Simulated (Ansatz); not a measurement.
`B[Si]1(O)CN1` + `O[SiH3]` → `BO[SiH3]` + `O[SiH]1CN1` at 600 K and 1 bar (cleavage of the B–Si bond).

Computed with Ansatz on PBE0-D4/def2-TZVP structures; ΔE is electronic, products minus reactants. CCSD(T)/CBS is the MP2 limit (def2-TZVPP, def2-QZVPP) plus CCSD(T) − MP2 in def2-TZVPP, frozen cores. One conformer a species, not always the lowest.

```json
{"species": "`B[Si]1(O)CN1`", "CCSD(T)/CBS energy (Eh)": "-485.39382", "H − E (kJ/mol)": "267.8", "S (J/(mol·K))": "440.9"}
{"species": "`O[SiH3]`", "CCSD(T)/CBS energy (Eh)": "-366.69042", "H − E (kJ/mol)": "135.7", "S (J/(mol·K))": "307.9"}
{"species": "`BO[SiH3]`", "CCSD(T)/CBS energy (Eh)": "-392.11480", "H − E (kJ/mol)": "178.4", "S (J/(mol·K))": "358.6"}
{"species": "`O[SiH]1CN1`", "CCSD(T)/CBS energy (Eh)": "-460.03264", "H − E (kJ/mol)": "221.6", "S (J/(mol·K))": "373.2"}
```

H − E and S are ideal-gas, rigid-rotor, harmonic terms from PBE0-D4/def2-TZVP, for one conformer and one mirror image of each species. 1 Eh = 2625.50 kJ/mol, R = 8.31446 J/(mol·K).

Task: By hand: ΔE, ΔH, ΔS and ΔG.

Result: ΔE = (-392.11480) + (-460.03264) − (-485.39382) − (-366.69042) = -0.06320 Eh = -165.9 kJ/mol. Δ(H − E) = 178.4 + 221.6 − 267.8 − 135.7 = -3.5, so ΔH = -169.4 kJ/mol. ΔS = 358.6 + 373.2 − 440.9 − 307.9 = -17.0 J/(mol·K). ΔG = -169.4 − 600 × (-17.0)/1000 = -159.2 kJ/mol.

Task: By hand: the equilibrium constant, and the temperature at which ΔG would vanish if ΔH and ΔS stayed fixed.

Result: log₁₀ K = −ΔG/(RT ln 10) = 13.9. ΔG = 0 at ΔH/ΔS = 9965 K, far beyond where these terms or the molecules hold.

ΔH outweighs TΔS. A doubt of 5 kJ/mol in ΔE shifts log₁₀ K by 0.4 here. Other conformers and mirror images would add mixing entropy, several J/(mol·K) or more a flexible species. These are equilibria of isolated gas molecules and say nothing of rates. Largest T1 diagnostic: 0.014 (customary marks: 0.02 for closed shells, 0.045 for open ones).
